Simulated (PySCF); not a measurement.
**Rubidium: a sound run and one with changed settings**

Sound run: Rb [Kr] 5s1, Rb+ [Kr]. Calculation: PySCF 2.14, in Sapporo-DKH3-DZP-2012 (7s6p2d, 35 functions); the spin-free X2C one-electron Hamiltonian (Gaussian nucleus). The sound run starts from symmetry-adapted Hartree-Fock orbitals and uses a fine grid where one is needed.

Changed run: initial guess 1e, at most 50 SCF cycles, level shift 10.0 hartree.

```tsv
species	method	sound run (hartree)	changed run (hartree)	converged
Rb	UHF	-2978.97194	-2978.42854	no
Rb	PBE0	-2980.54910	-2980.03914	no
Rb	M06-2X	-2981.02504	-2980.50690	no
Rb+	UHF	-2978.83217	-2978.83213	no
Rb+	PBE0	-2980.39463	-2980.39432	no
Rb+	M06-2X	-2980.87407	-2980.87387	no
```

A level shift slows the SCF but leaves a converged energy unchanged.
